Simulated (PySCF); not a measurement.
**Structure from 2D NMR**

Compound of formula C3H4FN3Si. Correlations simulated from computed shifts and the bond graph:

HSQC (one-bond C–H):
```csv
δH,δC
5.12,79.8
```

HMBC (two and three bonds, from the bond graph):
```csv
δH,δC
5.12,122.5
```

Carbons without hydrogens: δ 122.5.

- structure optimised with GFN2-xTB
- shielding tensors at PBE0/pcSseg-1 (GIAO)
- code: PySCF 2.14.0 with density-fitted response routines
- non-relativistic, single conformer, equivalent nuclei averaged, isolated molecule

Referencing at the same level of theory: 1H (σref 31.72), 13C (σref 186.93) vs TMS.

Exchangeable hydrogens are left out of these lists.

Task: Work out the connectivity.

Result: `N#C[Si](N)(C#N)CF`.

Atom-mapped SMILES (the numbers label the heavy atoms): `[N:1]#[C:2][Si:3]([NH2:4])([C:5]#[N:6])[CH2:7][F:8]`. Each H is labelled by its parent atom.

1. δC 122.5 is C2/C5, a nitrile carbon.
2. δC 79.8 is C7, an sp3 CH2 bonded to F and Si (δH 5.12).
3. HMBC from δH 5.12 reaches the proton-free carbon C2/C5.

This is the structure that produced the data.

OH and NH positions are those of a molecule without intermolecular hydrogen bonds; in solution they move with solvent, concentration and temperature, and exchange usually removes their couplings. Shifts are as computed. Against solution values, carbons near 30 ppm lie about +3 ppm off and those near 130 ppm about +5 ppm. Of 1309 compounds with measured shifts, 239 miss one by over three times the rms of a fit or turn the order of signals round; such compounds aren't used in these exercises.
